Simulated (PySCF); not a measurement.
A structure optimised at PBE-D3(BJ)/def2-SVP, used in a PySCF frequency run:

```xyz
18

C      0.2728    -1.8142     0.0000
C     -0.2866    -1.1895     1.2955
Si     0.1594     0.6443     1.5429
C     -0.3825     1.6033     0.0000
Si     0.1594     0.6443    -1.5429
C     -0.2866    -1.1895    -1.2955
H      1.3832    -1.7311     0.0000
H      0.0588    -2.9059     0.0000
H      0.0730    -1.7556     2.1816
H     -1.3965    -1.2794     1.3101
H      1.6540     0.7712     1.7084
H     -0.4960     1.1750     2.7939
H      0.0164     2.6389     0.0000
H     -1.4923     1.6740     0.0000
H     -0.4960     1.1750    -2.7939
H      1.6540     0.7712    -1.7084
H     -1.3965    -1.2794    -1.3101
H      0.0730    -1.7556    -2.1816
```
Charge 0, spin multiplicity 1.

Task: Write its SMILES, formula and point group.

Result: C1C[SiH2]C[SiH2]C1, C4H12Si2, Cs

Task: What are its rotational constants (standard atomic weights)?

Result: 2.7659, 2.2080, 1.3613 GHz
